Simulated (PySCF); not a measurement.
Stationary points of HfS2

All numbers come from PBE0 in PySCF with Hf def2-TZVP with ECP60, S def2-TZVP; scalar-relativistic core potentials, no spin–orbit coupling; density-fitted integrals.

Relaxations began from a few typed shapes. The search is not exhaustive: other isomers or separated fragments can lie lower, and high-lying points may rest on an excited occupation.

```
                                                 spin  group                           bonds                           angles  imaginary modes (cm⁻¹)  ΔE (kJ/mol)  ΔE with ZPE (kJ/mol)
                                              singlet    C2v               Hf–S 2.214 Å (×2)                    S–Hf–S 110.8°                    none          0.0                   0.0
                                              singlet    D∞h               Hf–S 2.280 Å (×2)                    S–Hf–S 180.0°              149i, 149i        128.0                     –
singlet (closed shell, unstable to spin polarisation)    C2v  Hf–S 2.361 Å (×2), S–S 2.074 Å  Hf–S–S 64.0° (×2), S–Hf–S 52.1°                    none        134.5                 134.9
```

The lowest minimum found is the singlet C2v: Hf–S 2.214 Å (×2); S–Hf–S 110.8°.

Formally Hf is in oxidation state +4, d0. A d0 centre has no lone pair, yet it is C2v rather than linear: covalent bonding through the d orbitals favours lower symmetry. The polar-tensor charge on Hf, 1.33, is far below the formal one.

For the lowest minimum: with an element this heavy the missing spin–orbit coupling can shift these numbers.
